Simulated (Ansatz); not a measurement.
Two structures of AlNH6O3, closed shell, reached by relaxing down either side of one saddle point (PBE0-D4/def2-TZVP). Energies are electronic, without zero-point energy. Computed with Ansatz 0.2.0 (basis: def2-TZVPP and def2-QZVPP); correlated methods freeze the cores. Extrapolation: Hartree–Fock as exp(−7.88 √X), correlation as X^−2.97. First:

```tsv
atom	x (Å)	y (Å)	z (Å)
Al1	-0.3178	0.1864	-0.2336
N2	1.4560	0.5283	-0.0608
O3	-1.0317	-0.0697	-1.7630
O4	-1.3240	0.7966	1.0232
H5	0.8001	-1.4360	0.9271
O6	-0.1279	-1.5716	0.6655
H7	1.7609	1.2579	0.5665
H8	2.0959	0.4956	-0.8396
H9	-0.5521	-0.0222	-2.5857
H10	-2.0869	1.3396	0.8394
H11	-0.6728	-1.5049	1.4611
```

Second:

Al1  (-0.507, -0.131, -0.056)
N2  (1.432, 0.369, 0.156)
O3  (-0.669, 0.096, -1.756)
O4  (-1.216, 1.054, 0.975)
H5  (1.974, -0.447, 0.418)
O6  (-0.444, -1.752, 0.525)
H7  (1.532, 1.075, 0.878)
H8  (1.792, 0.738, -0.717)
H9  (-0.990, -0.611, -2.312)
H10  (-1.894, 1.640, 0.646)
H11  (-1.009, -2.033, 1.242)
(Å)

(1) Which bonds change from the first to the second?

(2) Give the saddle point's structure and its height above each. (An estimate is asked for; the value comes from the calculation.)

The T1 diagnostic stays at or below 0.012.

Results:

(1) AlNH₄O₂ ([NH2][Al]([OH])[OH]) + H₂O → AlH₃O₃ ([OH][Al]([OH])[OH]) + NH₃ (still joined by a long Al–N bond); bonds formed: N2–H5; dative contacts that become bonds: Al1–O6; bonds broken: H5–O6; bonds weakened to dative contacts: Al1–N2.

(2) The calculation gives: 0.213 eV above the first and 1.172 eV above the second (CCSD(T) at an estimated basis limit (MP2 extrapolated from triple and quadruple zeta, plus CCSD(T) − MP2 in triple zeta)).
```
atom    x (Å)    y (Å)    z (Å)
 Al1  -0.4238   0.2342  -0.2152
  N2   1.4283   0.3727   0.1240
  O3  -0.9893   0.1761  -1.8201
  O4  -1.3276   1.0738   0.9658
  H5   0.9399  -0.9304   0.5675
  O6  -0.0211  -1.5009   0.4839
  H7   1.7316   1.0258   0.8338
  H8   2.0985   0.3928  -0.6317
  H9  -0.8680  -0.5659  -2.4063
 H10  -2.1740   1.4655   0.7631
 H11  -0.3947  -1.7438   1.3352
```

The step is the kind of ligand exchange by which a precursor binds to a hydroxyl group, or is hydrolysed, in atomic layer deposition of oxides.

Labels in which every atom is bracketed show which atoms are joined, not bond orders.

For scale, one of the runs: CCSD(T)/def2-TZVPP, 250 basis functions, launched by `ansatz run in.yaml --threads 8 --pin off --events-out ev --progress --plain --max-ram 19148MiB`. Time: 100 s of wall clock on 8 CPU threads of an Arm Neoverse V1; the host was shared. Peak host memory: 5.6 GiB.
